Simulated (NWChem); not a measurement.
The numbers come from NWChem runs, not from measurements. System: CHCl, charge 0, spin multiplicity 1, at a geometry optimised with PBE0/def2-SVP. The structure started from a generated list of species. Level: CCSD(T)/def2-TZVP, 6 core orbitals frozen.

The NWChem input:

```
start mol
memory heap 100 mb stack 700 mb global 1900 mb
geometry units angstroms nocenter noautoz
  C      1.057882    -0.546632     0.000000
  Cl    -0.475221     0.172405     0.000000
  H      1.731471     0.348912     0.000000
  symmetry group Cs
end
basis spherical
  * library def2-tzvp
end
scf
  rhf
  nopen 0
  maxiter 100
  thresh 1e-7
  semidirect memsize 60000000 filesize 0
end
ccsd
  freeze core 6
  maxiter 60
end
task ccsd(t) energy
```

Output (cleaned and shortened):

```
             Northwest Computational Chemistry Package (NWChem) 7.3.0
             --------------------------------------------------------

                                NWChem Input Module
                                -------------------

 Scaling coordinates for geometry "geometry" by  1.889725989
 (inverse scale =  0.529177249)

 Turning off AUTOSYM since
 SYMMETRY directive was detected!

                             Geometry "geometry" -> ""
                             -------------------------

 Output coordinates in angstroms (scale by  1.889725989 to convert to a.u.)

  No.       Tag          Charge          X              Y              Z
 ---- ---------------- ---------- -------------- -------------- --------------
    1 C                    6.0000     1.05788200    -0.54663200     0.00000000
    2 Cl                  17.0000    -0.47522100     0.17240500     0.00000000
    3 H                    1.0000     1.73147100     0.34891200     0.00000000

 Effective nuclear repulsion energy (a.u.)      38.7725119708

            Nuclear Dipole moment (a.u.)
            ----------------------------
        X                 Y               Z
 ---------------- ---------------- ----------------
     0.0000113384     0.0000094486     0.0000000000

      Symmetry information
      --------------------

 Group name             Cs
 Group number              2
 Group order               2
 No. of unique centers     3

      Symmetry unique atoms

     1    2    3


 Summary of "ao basis" -> "" (spherical)
 ------------------------------------------------------------------------------
       Tag                 Description            Shells   Functions and Types
 ---------------- ------------------------------  ------  ---------------------
 *                         def2-tzvp                  on all atoms

 Summary of "ao basis" -> "ao basis" (spherical)
 ------------------------------------------------------------------------------
       Tag                 Description            Shells   Functions and Types
 ---------------- ------------------------------  ------  ---------------------
 C                         def2-tzvp                11       31   5s3p2d1f
 Cl                        def2-tzvp                13       37   5s5p2d1f
 H                         def2-tzvp                 4        6   3s1p

                                 NWChem SCF Module
                                 -----------------

  ao basis        = "ao basis"
  functions       =    74
  atoms           =     3
  closed shells   =    12
  open shells     =     0
  charge          =   0.00
  wavefunction    = RHF
  use symmetry    = T
  symmetry adapt  = T

 Summary of "ao basis" -> "ao basis" (spherical)
 ------------------------------------------------------------------------------
       Tag                 Description            Shells   Functions and Types
 ---------------- ------------------------------  ------  ---------------------
 C                         def2-tzvp                11       31   5s3p2d1f
 Cl                        def2-tzvp                13       37   5s5p2d1f
 H                         def2-tzvp                 4        6   3s1p

      Symmetry analysis of basis
      --------------------------

        a'         51
        a"         23

 Forming initial guess at       0.1s

      Superposition of Atomic Density Guess
      -------------------------------------

 Sum of atomic energies:        -497.64882601

      Non-variational initial energy
      ------------------------------

 Total energy =    -497.975473
 1-e energy   =    -762.858873
 2-e energy   =     226.110889
 HOMO         =      -0.224125
 LUMO         =      -0.091655

      Symmetry analysis of molecular orbitals - initial
      -------------------------------------------------

  Numbering of irreducible representations:

     1 a'          2 a"

  Orbital symmetries:

     1 a'          2 a'          3 a'          4 a'          5 a'
     6 a"          7 a'          8 a'          9 a'         10 a"
    11 a'         12 a'         13 a"         14 a'         15 a'
    16 a'         17 a'         18 a'         19 a"         20 a'
    21 a'         22 a"

 Starting SCF solution at       0.8s

 ----------------------------------------------
         Quadratically convergent ROHF

 Convergence threshold     :          1.000E-07
 Maximum no. of iterations :          100
 Final Fock-matrix accuracy:          1.000E-09
 ----------------------------------------------

              iter       energy          gnorm     gmax       time
             ----- ------------------- --------- --------- --------
                 1     -497.8153978120  5.78D-01  1.31D-01      0.9
                 2     -497.8414480157  1.94D-01  6.71D-02      0.9
                 3     -497.8467817478  8.41D-03  3.98D-03      1.0
                 4     -497.8467963861  3.44D-05  1.01D-05      1.1
                 5     -497.8467963862  8.82D-09  2.61D-09      1.2

       Final RHF  results
       ------------------

         Total SCF energy =   -497.846796386249
      One-electron energy =   -763.117937633227
      Two-electron energy =    226.498629276129
 Nuclear repulsion energy =     38.772511970849

        Time for solution =      0.3s

       Symmetry analysis of molecular orbitals - final
       -----------------------------------------------

  Numbering of irreducible representations:

     1 a'          2 a"

  Orbital symmetries:

     1 a'          2 a'          3 a'          4 a'          5 a"
     6 a'          7 a'          8 a'          9 a'         10 a'
[...]
              the segmented parallel ccsd program:    1 nodes
 ****************************************************************************

 level of theory    ccsd(t)
 number of core         6
 number of occupied     6
 number of virtual     62
 number of deleted      0
 total functions       74
 number of shells      28
 basis label          566

   ***** ccsd parameters *****
   iprt   =     0
   convi  =  0.100E-05
   maxit  =    60
   mxvec  =     5
 memory            104845212
  Using  1 OpenMP thread(s) in CCSD
  IO offset    20.000000000000000
  IO error message >End of File
  file_read_ga: failing reading from ./mol.t2
  Failed reading restart vector from ./mol.t2
  Using MP2 initial guess vector

-------------------------------------------------------------------------
 iter     correlation     delta       rms       T2     Non-T2      Main
             energy      energy      error      ampl     ampl      Block
                                                time     time      time
-------------------------------------------------------------------------
   1     -0.3402036753 -3.402D-01  5.601D-02     4.16     0.00     4.09
   2     -0.3500924455 -9.889D-03  8.385D-02     5.07     0.00     5.00
   3     -0.3515316865 -1.439D-03  1.418D-02     4.78     0.00     4.71
   4     -0.3536284570 -2.097D-03  4.695D-03     5.09     0.00     5.03
   5     -0.3539847000 -3.562D-04  1.841D-03     4.89     0.00     4.83
   6     -0.3539732275  1.147D-05  6.046D-04     4.89     0.00     4.82
   7     -0.3539748669 -1.639D-06  4.503D-04     5.01     0.00     4.95
   8     -0.3539626265  1.224D-05  7.308D-05     5.15     0.00     5.08
   9     -0.3539717529 -9.126D-06  8.979D-05     5.13     0.00     5.06
  10     -0.3539705483  1.205D-06  1.783D-05     4.98     0.00     4.91
  11     -0.3539719363 -1.388D-06  8.718D-06     4.69     0.00     4.63
  12     -0.3539719924 -5.610D-08  1.608D-06     4.92     0.00     4.85
  13     -0.3539719786  1.373D-08  1.740D-06     5.15     0.00     5.08
  14     -0.3539719779  6.738D-10  8.494D-07     5.28     0.00     5.21
                  *************converged*************
-------------------------------------------------------------------------

 -----------
 CCSD Energy
 -----------
 Reference energy:            -497.846796386249423
 CCSD corr. energy:             -0.353971977948542
 Total CCSD energy:           -498.200768364197984

 --------------------------------
 Spin Component Scaled (SCS) CCSD
 --------------------------------
 Same spin contribution:                 -0.070928101399178
 Same spin scaling factor:                1.130000000000000
 Opposite spin contribution:             -0.283043876549364
 Opposite spin scaling fact.:             1.270000000000000
 SCS-CCSD correlation energy:            -0.439614477798763
 Total SCS-CCSD energy:                -498.286410864048207
 memory            104845212

*********triples calculation*********

nkpass=    1; nvpass=    1; memdrv=         130138; memtrn=        2432962; memavail=      104844828
 memory available/node                      104844828
 total number of virtual orbitals        62
 number of virtuals per integral pass    62
 number of integral evaluations           1
 number of occupied per triples pass      6
 number of triples passes                 1

 commencing integral evaluation        1 at          70.71
  symmetry use  T
task         2 out of       406 done   0%  at       0.0 secs
task        21 out of       406 done   5%  at       0.6 secs
task        41 out of       406 done  10%  at       1.2 secs
task        61 out of       406 done  15%  at       1.5 secs
task        82 out of       406 done  20%  at       1.7 secs
task       102 out of       406 done  25%  at       1.9 secs
task       122 out of       406 done  30%  at       2.1 secs
task       143 out of       406 done  35%  at       2.4 secs
task       163 out of       406 done  40%  at       2.6 secs
task       183 out of       406 done  45%  at       2.8 secs
task       203 out of       406 done  50%  at       2.9 secs
task       224 out of       406 done  55%  at       3.0 secs
task       244 out of       406 done  60%  at       3.2 secs
task       264 out of       406 done  65%  at       3.6 secs
task       285 out of       406 done  70%  at       3.8 secs
task       305 out of       406 done  75%  at       3.9 secs
task       325 out of       406 done  80%  at       4.0 secs
task       346 out of       406 done  85%  at       4.1 secs
task       366 out of       406 done  90%  at       4.2 secs
task       386 out of       406 done  95%  at       4.3 secs
task       406 out of       406 done 100%  at       4.4 secs
 commencing triples evaluation - blocking       1
 ccsd(t): done        1 out of       62 progress:    1.6%
 ccsd(t): done        2 out of       62 progress:    3.2%
 ccsd(t): done        3 out of       62 progress:    4.8%
 ccsd(t): done        4 out of       62 progress:    6.5%
 ccsd(t): done        5 out of       62 progress:    8.1%
 ccsd(t): done        6 out of       62 progress:    9.7%
 ccsd(t): done        7 out of       62 progress:   11.3%
 ccsd(t): done        8 out of       62 progress:   12.9%
 ccsd(t): done        9 out of       62 progress:   14.5%
 ccsd(t): done       10 out of       62 progress:   16.1%
 ccsd(t): done       11 out of       62 progress:   17.7%
 ccsd(t): done       12 out of       62 progress:   19.4%
 ccsd(t): done       13 out of       62 progress:   21.0%
 ccsd(t): done       14 out of       62 progress:   22.6%
 ccsd(t): done       15 out of       62 progress:   24.2%
 ccsd(t): done       16 out of       62 progress:   25.8%
 ccsd(t): done       17 out of       62 progress:   27.4%
 ccsd(t): done       18 out of       62 progress:   29.0%
 ccsd(t): done       19 out of       62 progress:   30.6%
 ccsd(t): done       20 out of       62 progress:   32.3%
 ccsd(t): done       21 out of       62 progress:   33.9%
 ccsd(t): done       22 out of       62 progress:   35.5%
 ccsd(t): done       23 out of       62 progress:   37.1%
 ccsd(t): done       24 out of       62 progress:   38.7%
 ccsd(t): done       25 out of       62 progress:   40.3%
 ccsd(t): done       26 out of       62 progress:   41.9%
 ccsd(t): done       27 out of       62 progress:   43.5%
 ccsd(t): done       28 out of       62 progress:   45.2%
 ccsd(t): done       29 out of       62 progress:   46.8%
 ccsd(t): done       30 out of       62 progress:   48.4%
 ccsd(t): done       31 out of       62 progress:   50.0%
 ccsd(t): done       32 out of       62 progress:   51.6%
 ccsd(t): done       33 out of       62 progress:   53.2%
 ccsd(t): done       34 out of       62 progress:   54.8%
 ccsd(t): done       35 out of       62 progress:   56.5%
 ccsd(t): done       36 out of       62 progress:   58.1%
 ccsd(t): done       37 out of       62 progress:   59.7%
 ccsd(t): done       38 out of       62 progress:   61.3%
 ccsd(t): done       39 out of       62 progress:   62.9%
 ccsd(t): done       40 out of       62 progress:   64.5%
 ccsd(t): done       41 out of       62 progress:   66.1%
 ccsd(t): done       42 out of       62 progress:   67.7%
 ccsd(t): done       43 out of       62 progress:   69.4%
 ccsd(t): done       44 out of       62 progress:   71.0%
 ccsd(t): done       45 out of       62 progress:   72.6%
 ccsd(t): done       46 out of       62 progress:   74.2%
 ccsd(t): done       47 out of       62 progress:   75.8%
 ccsd(t): done       48 out of       62 progress:   77.4%
 ccsd(t): done       49 out of       62 progress:   79.0%
 ccsd(t): done       50 out of       62 progress:   80.6%
 ccsd(t): done       51 out of       62 progress:   82.3%
 ccsd(t): done       52 out of       62 progress:   83.9%
 ccsd(t): done       53 out of       62 progress:   85.5%
 ccsd(t): done       54 out of       62 progress:   87.1%
 ccsd(t): done       55 out of       62 progress:   88.7%
 ccsd(t): done       56 out of       62 progress:   90.3%
 ccsd(t): done       57 out of       62 progress:   91.9%
 ccsd(t): done       58 out of       62 progress:   93.5%
 ccsd(t): done       59 out of       62 progress:   95.2%
 ccsd(t): done       60 out of       62 progress:   96.8%
 ccsd(t): done       61 out of       62 progress:   98.4%
 ccsd(t): done       62 out of       62 progress:  100.0%
 Time for integral evaluation pass     1        4.47
 Time for triples evaluation pass      1        1.28

 pseudo-e(mp4)  -0.17493313022711E-01
 pseudo-e(mp5)   0.84269466407211E-03
        e(t)    -0.16650618358639E-01

 --------------
 CCSD(T) Energy
 --------------
 Reference energy:                    -497.846796386249423

 CCSD corr. energy:                     -0.353971977948542
 T(CCSD) corr. energy:                  -0.017493313022711
 Total CCSD+T(CCSD) energy:           -498.218261677220653

 CCSD corr. energy:                     -0.353971977948542
 (T) corr. energy:                      -0.016650618358639
 Total CCSD(T) energy:                -498.217418982556580

 routine      calls  cpu(0)   cpu-min  cpu-ave  cpu-max   i/o
 aoccsd          1     0.01     0.01     0.01     0.01    0.00
 iterdrv         1     0.02     0.02     0.02     0.02    0.00
 pampt          14     0.06     0.06     0.06     0.06    0.00
 t2pm           14     0.13     0.13     0.13     0.13    0.00
 sxy            14     0.53     0.53     0.53     0.53    0.00
 ints      2297232    60.30    60.30    60.30    60.30    0.00
 t2eri        5684     6.21     6.21     6.21     6.21    0.00
 idx2         5684     0.59     0.59     0.59     0.59    0.00
 idx34          14     0.04     0.04     0.04     0.04    0.00
 ht2pm          14     0.16     0.16     0.16     0.16    0.00
 itm            14     0.59     0.59     0.59     0.59    0.00
 pdiis          14     0.03     0.03     0.03     0.03    0.00
 triples         1     0.00     0.00     0.00     0.00    0.00
 rdtrpo          1     0.01     0.01     0.01     0.01    0.00
 trpmos          1     4.47     4.47     4.47     4.47    0.00
 trpdrv          1     0.19     0.19     0.19     0.19    0.00
 dovvv       15624     0.56     0.56     0.56     0.56    0.00
 doooo       15624     0.11     0.11     0.11     0.11    0.00
 tengy       13392     0.41     0.41     0.41     0.41    0.00
 Total                74.40    74.40    74.40    74.40    0.00

 Task  times  cpu:       77.6s     wall:       77.6s

 Total times  cpu:       77.7s     wall:       77.7s
```
